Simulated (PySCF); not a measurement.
Some cells of this table were withheld.

```csv
no.,species (SMILES),atoms,electrons,dipole moment (D),HOMO energy (eV),LUMO energy (eV),smallest rotational constant (GHz)
1,COC[C@@]1(C#N)OC1(F)F,15,76,?,-8.33,-0.74,0.801
2,C#CCP1(=C)CCSCC1,23,92,2.09,?,0.65,0.587
3,Cc1pcsc1C(C)(C)C,23,92,?,-6.65,-1.11,0.623
4,CC[C@H](CC(F)(F)F)C(=O)Cl,19,96,3.83,-8.71,-1.27,?
5,C=C[Si]1(OCC)C[SiH2]C1,23,86,1.53,-7.41,-0.57,?
```

Levels: PBE0/pcSseg-1 for dipole moment, HOMO energy and LUMO energy; GFN2-xTB for smallest rotational constant. Geometries: GFN2-xTB. Species are written as SMILES; each is one conformer at its optimised geometry, gas phase, non-relativistic unless stated; the electronic structure was computed with PySCF and density fitting.

The conformers computed, where there is a choice (atom-mapped SMILES and torsion angles):
- `[CH3:1][O:2][CH2:3][C@@:4]1([C:5]#[N:6])[O:7][C:8]1([F:9])[F:10]`: C1–O2–C3–C4 180°, O2–C3–C4–C5 70°
- `[CH3:1][c:2]1[p:3][cH:4][s:5][c:6]1[C:7]([CH3:8])([CH3:9])[CH3:10]`: S5–C6–C7–C8 -134°
- `[CH3:1][CH2:2][C@H:3]([CH2:4][C:5]([F:6])([F:7])[F:8])[C:9](=[O:10])[Cl:11]`: C1–C2–C3–C4 -177°, C2–C3–C4–C5 167°, C3–C4–C5–F6 180°, C2–C3–C9–O10 73°
- `[CH2:1]=[CH:2][Si:3]1([O:4][CH2:5][CH3:6])[CH2:7][SiH2:8][CH2:9]1`: C1–C2–Si3–O4 -172°, C2–Si3–O4–C5 -63°, Si3–O4–C5–C6 -162°

The conformers of `C#CCP1(=C)CCSCC1` aren't listed.

(1) What is the dipole moment in row 1?

(2) What is the HOMO energy in row 2?

(3) What is the dipole moment in row 3?

(4) Row 4: the smallest rotational constant?

(5) Row 5: the smallest rotational constant?

(6) In the completed table, which rows hold the lowest and the highest HOMO energy, and what is the mean?

(7) In the completed table, which rows hold the lowest and the highest LUMO energy, and what is the mean?

(8) What is the HOMO–LUMO gap, row by row?

## Answers

(1) 4.40 D.

(2) -5.58 eV.

(3) 2.09 D.

(4) 0.539 GHz.

(5) 0.604 GHz.

(6) Row 4 the lowest (-8.71 eV), row 2 the highest (-5.58 eV); the mean over the 5 rows is -7.34 eV.

(7) Row 4 the lowest (-1.27 eV), row 2 the highest (0.65 eV); the mean over the 5 rows is -0.61 eV.

(8) row 1: 7.59, row 2: 6.23, row 3: 5.54, row 4: 7.44, row 5: 6.84 eV.
